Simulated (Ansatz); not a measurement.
Reaction (redistribution): `CC[SiH2][TeH]` + `C=C([SiH3])[SeH]` → `[SeH][SiH2][TeH]` + `C=C([SiH3])CC`

Gas-phase electronic energies from Ansatz, PBE0-D4/def2-TZVP geometries. CCSD(T)/CBS adds triple-zeta CCSD(T) − MP2 to the extrapolated MP2 energy (def2 sets, frozen cores). Functionals use def2-TZVPP. B3LYP here is the variant with VWN-RPA as its local correlation; programs differ in this. def2 core potentials past Kr. For Se, Te outer-core shells are correlated without core-valence functions, which leaves a few kJ/mol of doubt a bond. Scalar relativity is left out up to krypton. Each species was taken in one conformer, which may not be the lowest.

Problem. Is it downhill or uphill in electronic energy at CCSD(T)/CBS, and by how much? (Best estimate.)

Solution. The calculation gave: Downhill: ΔE = -65.9 kJ/mol.

Problem. What do these levels give: PBE-D4, PBE0-D4, B3LYP-D4, B2PLYP, HF/CBS(def2), CCSD/CBS(def2)? (Best estimate.)

Solution. Computed: PBE-D4 -62.2, PBE0-D4 -67.3, B3LYP-D4 -63.4, B2PLYP -63.6, HF/CBS(def2) -75.1, CCSD/CBS(def2) -68.1 kJ/mol.

Largest T1 diagnostic among the species: 0.011.

In def2-TZVPP, CCSD(T) changes the Hartree–Fock value by +13.6 kJ/mol (the triples alone add +2.1 kJ/mol) and MP2 by +13.9 kJ/mol. From PBE to PBE0 (25 % exact exchange), in def2-TZVPP and without D4, ΔE moves by −5.1 kJ/mol.
